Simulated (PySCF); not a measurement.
Working out the ionisation energy of Ag

Ag [Kr] 4d10 5s1 (2S) → Ag+ [Kr] 4d10 (1S). Calculation: PySCF 2.14, in aug-cc-pVDZ-PP with ECP28MDF (5s5p4d2f, 54 functions); scalar relativity through the core potential. Frozen: 4s2 4p6. Energies in hartree (1 hartree = 27.21139 eV):

```csv
part,Ag (lower),Ag+ (upper)
UHF,-146.054522,-145.820527
MP2 opposite-spin,-0.211122,-0.188255
MP2 same-spin,-0.122371,-0.107176
```

Q: What does Hartree-Fock give?

A: (-145.820527) − (-146.054522) = 0.233995 hartree = 6.367 eV.

Q: What do MP2 and SCS-MP2 (6/5 opposite-spin, 1/3 same-spin) give?

A: The opposite-spin parts differ by 0.622 eV and the same-spin parts by 0.413 eV. MP2: 6.367 + (0.622) + (0.413) = 7.402 eV. SCS-MP2: 6.367 + 1.2 × (0.622) + (0.413)/3 = 7.251 eV.

Measured between the centres of the two terms (NIST): 7.576 eV, so MP2 (valence) is off by -0.174 eV.

A double-zeta basis recovers only part of the correlation energy.

What remains against the reference includes basis incompleteness, the frozen core and correlation beyond second order.
